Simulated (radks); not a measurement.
The numbers below are computed, except where a source is named.
Isoelectronic series with 17 electrons, all held in the configuration [Ne] 3s2 3p5, which need not be the ground one along the series. Level of theory: Dirac Kohn-Sham, BLYP, spin-unpolarised, spherical densities, point nucleus; open shells are shared between the two j in proportion to 2j + 1 (a radial shooting solver on a logarithmic mesh with Libxc functionals). Total energies (hartree) and orbital eigenvalues (hartree):

ion    E (hartree)      3p3/2      3p1/2      3s1/2      2p3/2
Cl      -461.63094   -0.30931   -0.31393   -0.75490   -7.02396
Ca3+    -678.02211   -2.18162   -2.19741   -2.90757  -13.57491
V6+     -938.61536   -5.14051   -5.17866   -6.16323  -22.48612
Fe9+   -1243.64043   -9.13518   -9.21228  -10.47440  -33.69185
Cu12+  -1593.46641  -14.15140  -14.29058  -15.83360  -47.17330
Ge15+  -1988.55270  -20.18451  -20.41668  -22.24439  -62.92437
Br18+  -2429.43860  -27.23373  -27.59885  -29.71564  -80.94429
Sr21+  -2916.74240  -35.30034  -35.84884  -38.25969  -101.2352
Nb24+  -3451.16438  -44.38690  -45.18119  -47.89173  -123.8010
Ru27+  -4033.49178  -54.49692  -55.61302  -58.62959  -148.6470
Ag30+  -4664.60541  -65.63466  -67.16405  -70.49375  -175.7798
Sn33+  -5345.48768  -77.80508  -79.85667  -83.50740  -205.2068
I36+   -6077.23226  -91.01372  -93.71612  -97.69666  -236.9363
Ba39+   -6861.0554  -105.2668  -108.7707  -113.0908  -270.9778
Pr42+   -7698.3096  -120.5709  -125.0521  -129.7226  -307.3412
Sm45+   -8590.4990  -136.9334  -142.5958  -147.6286  -346.0376
Tb48+   -9539.2991  -154.3622  -161.4412  -166.8497  -387.0786
Er51+  -10546.5784  -172.8657  -181.6326  -187.4315  -430.4768
